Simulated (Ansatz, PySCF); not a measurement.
C5H6O2, SMILES C#C[C@H](C)C(=O)O. Atoms are numbered in the order given.

```xyz
13

C     -1.0043    -2.1369    -1.0748
C     -0.8243    -1.0102    -0.6710
C     -0.5911     0.3662    -0.2229
C     -0.3307     1.3270    -1.3896
C      0.5546     0.4154     0.7945
O      1.5651     1.0553     0.6629
O      0.2898    -0.3324     1.8784
H     -1.1675    -3.1383    -1.4252
H     -1.4906     0.6905     0.3332
H     -0.1890     2.3507    -1.0158
H     -1.1784     1.3112    -2.0886
H      0.5799     1.0332    -1.9296
H      1.0619    -0.2619     2.4657
```
Charge 0, spin multiplicity 1.

The structure is a stationary point at B3LYP-D3(BJ)/def2-SVP. Other conformers were not sampled.

Two levels are set side by side: PBE-D3(BJ)/def2-SVP (Ansatz, a first-principles code) and B3LYP-D3(BJ)/def2-SVP (Ansatz). Each level has its own optimised geometry; the coordinates shown are those of the second. Frequencies come from the Hessian of PySCF at each geometry. Differences are taken from unrounded values.

| quantity | B3LYP-D3(BJ) |
|---|---|
| mean bond length (Å) | 1.228 |
| bond C1–C2 (Å) | 1.210 |
| bond C2–C3 (Å) | 1.466 |
| bond C3–C4 (Å) | 1.534 |
| bond C3–C5 (Å) | 1.533 |
| bond C5–O6 (Å) | 1.203 |
| bond C5–O7 (Å) | 1.343 |
| bond C1–H8 (Å) | 1.073 |
| bond C3–H9 (Å) | 1.106 |
| bond C4–H10 (Å) | 1.099 |
| bond C4–H11 (Å) | 1.099 |
| bond C4–H12 (Å) | 1.099 |
| bond O7–H13 (Å) | 0.973 |
| highest harmonic wavenumber (cm⁻¹) | 3748 |
| mean harmonic wavenumber (cm⁻¹) | 1328 |
| zero-point energy (kcal/mol) | 62.64 |

### Question
What does PBE-D3(BJ) give, and how far is it from B3LYP-D3(BJ)? (An estimate is asked for; the answer gives what the named calculation found.)

### Answer

```tsv
quantity	PBE-D3(BJ)	PBE-D3(BJ) minus B3LYP-D3(BJ)
mean bond length (Å)	1.235	0.007
bond C1–C2 (Å)	1.222	0.012
bond C2–C3 (Å)	1.465	-0.001
bond C3–C4 (Å)	1.536	0.002
bond C3–C5 (Å)	1.540	0.007
bond C5–O6 (Å)	1.214	0.010
bond C5–O7 (Å)	1.351	0.008
bond C1–H8 (Å)	1.081	0.007
bond C3–H9 (Å)	1.116	0.010
bond C4–H10 (Å)	1.106	0.007
bond C4–H11 (Å)	1.106	0.007
bond C4–H12 (Å)	1.106	0.008
bond O7–H13 (Å)	0.982	0.010
highest harmonic wavenumber (cm⁻¹)	3624	-124
mean harmonic wavenumber (cm⁻¹)	1288	-40
zero-point energy (kcal/mol)	60.77	-1.86
```

Exact exchange shortens and stiffens bonds; PBE has none. Differences between two approximate levels are no errors against the true value.
